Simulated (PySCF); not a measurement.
Electron affinity of Rb by level of theory

Rb⁻ [Kr] 5s2 (1S) → Rb [Kr] 5s1 (2S), as a difference of total energies. All numbers are calculated (PySCF 2.14, the spin-free X2C one-electron Hamiltonian (Gaussian nucleus), in aug-cc-pVQZ-X2C). Correlated levels: valence: [Kr] frozen. The calculations carry no spin-orbit coupling.

| method | electron affinity (eV) |
| --- | --- |
| UHF | -0.074 |
| LDA | 0.581 |
| PBE | 0.511 |
| PBE0 | 0.473 |
| r2SCAN | 0.392 |
| TPSS | 0.514 |
| wB97M-V | 0.471 |
| MP2 (valence) | 0.297 |
| SCS-MP2 (valence) | 0.371 |

Errors of the correlated levels include the incompleteness of this basis and the frozen core.

A negative affinity means that the anion lies above the atom at that level of theory.

In the anion the highest occupied orbital energy is positive at LDA, PBE, PBE0, r2SCAN, TPSS, a self-interaction effect; the basis confines that electron, and the energy difference can still be sensible.

For comparison: 0.486 eV (measured; photodetachment measurements, as compiled on the Wikipedia data page of electron affinities).
